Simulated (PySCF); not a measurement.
# Checking a proposed structure

A compound C5H10O2 gives the data below (simulated from a calculation) and was assigned the structure `CC(=O)OC(C)C`.

¹³C{¹H} NMR (computed): δ 185.7 (C), 54.6 (CH3), 38.5 (CH), 21.9 (CH3, 2C).

¹H NMR (300 MHz, computed): δ 3.58 (s, 3H), 2.53 (sept, 1H), 1.12 (d, 6H).

[PySCF: shielding tensors at B97-2/pcSseg-2 (GIAO); coordinates at the PBE0-D3(BJ)/def2-TZVP level; no relativistic terms; single conformer; no solvent model; averaged over atoms made equivalent by symmetry, fast rotation or ring inversion]

Shifts are taken against calculated references (same method and geometry level): TMS for ¹H, ¹³C.

Q: Compare with the shifts computed for the proposed structure, pairing carbons in order of shift.

A: Numbering as in the mapped SMILES `[CH3:1][C:2](=[O:3])[O:4][CH:5]([CH3:6])[CH3:7]` (H(Xn): hydrogen on atom n).

```
atom  computed for proposal  given list  difference
  C2                  177.1       185.7        -8.6
  C5                   71.2        54.6       +16.6
  C6                   23.3        38.5       -15.2
  C7                   23.3        21.9        +1.4
  C1                   22.8        21.9        +0.9
```

The rms difference is 10.8 ppm and the largest +16.6 ppm at C5 (sp3 CH bonded to O). The carbon types in order of shift don't match either: C, CH, CH3, CH3, CH3 for the proposal against C, CH3, CH, CH3, CH3 in the data. The proposal doesn't fit.

Q: Which isomer fits?

A: `COC(=O)C(C)C`.

- Carbon types of the structure: 1 × C, 1 × CH, 3 × CH3, which accounts for all hydrogens.
- δC 185.7: ester carbonyl carbon; it is a carbonyl in resonance with an O or N lone pair, the region of acids, esters and amides.
- δC 54.6: methyl carbon bonded to O; the inductive effect lowers its shielding.
- δC 38.5: sp3 CH α to a carbonyl; α to the electron-withdrawing carbonyl group.
- δH 3.58: hydrogen on a methyl carbon bonded to O; its carbon carries O, an electronegative neighbour.

The shifts were computed for this structure.

Shifts are as computed. Against solution values, carbons near 30 ppm lie about +3 ppm off and those near 130 ppm about +7 ppm. Of 1211 compounds with measured shifts, 218 miss one by over three times the rms of a fit or turn the order of signals round; such compounds aren't used in these exercises. No couplings were computed; multiplicities are counted from neighbouring protons, with m where these are inequivalent, close in shift, in a saturated or five-membered ring or joined by F or P, and br s for small geminal =CH2 splittings.
